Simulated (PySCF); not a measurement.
SMILES CO[Si](OC)(OC)[O][Al]([OH])[OH] at its GFN2-xTB optimised geometry (Å):

```
22

Si    -1.2314     1.6613     0.0255
O      0.0604     2.6073    -0.1821
C      1.3161     2.4446     0.4263
O     -2.3011     1.9683    -1.1499
C     -2.1022     1.8154    -2.5311
O     -1.9272     2.0231     1.4394
C     -3.0724     1.4284     1.9903
O     -0.8083     0.0853     0.0000
Al    -0.0317    -1.3896     0.0000
O      1.6258    -1.3896     0.0000
O     -0.8928    -2.8083    -0.0095
H      1.2737     2.7578     1.4709
H      2.0261     3.0694    -0.1163
H      1.6284     1.3982     0.3790
H     -1.8038     0.7907    -2.7661
H     -3.0468     2.0461    -3.0246
H     -1.3270     2.4984    -2.8816
H     -2.9309     0.3498     2.0953
H     -3.2335     1.8755     2.9716
H     -3.9401     1.6123     1.3547
H      2.3011    -2.0544    -0.0118
H     -1.8036    -3.0694    -0.0173
```

Method: PySCF with CAM-B3LYP/def2-SVP. Cells within 0.4 Å of a nucleus heavier than hydrogen are left out (blank, or x).

Map of the deformation density (molecule minus spherical neutral atoms) (e/bohr³) on the plane z = 0.0 Å:

```
|2222222222222222222222222222222|
|2222222222222222222222222222222|
|2222222222222222222222222222222|
|2222222222222222222112222222222|
|2222222222222222211111122222222|
|2222222222111222111111112222222|
|2222222211111223211342111222222|
|222222211111124x211595111222222|
|222222111110135xx41563111222222|
|2222221111000365221332112222222|
|22222111111xx133112431112222222|
|22222111110xx111112331112222222|
|2222211111011211111111122222222|
|2222221111124532111111122222222|
|2222222111135x42111111222222222|
|222222221123xx53211122222222222|
|2222222222224542111222222222222|
|2222222222222321112332222222222|
|222222222111111x123xx2111222222|
|22222222211111xx136xx3111222222|
|2222222211122211124348111122222|
|2222222111124531122232001122222|
|222222211123xx32111110011222222|
|222222211048xx32111111111222222|
|2222222110142532211111112222222|
|2222222111111222222222222222222|
|2222222211111222222222222222222|
|2222222221112222222222222222222|
|2222222222222222222222222222222|
|2222222222222222222222222222222|
|2222222222222222222222222222222|
```
Scale: ten equal steps from -0.028 (start of '0') to 0.107 (end of '9'), in the order '0123456789'; x runs from -5.50 to 5.50, y from -5.50 (bottom) to 5.50 (top).
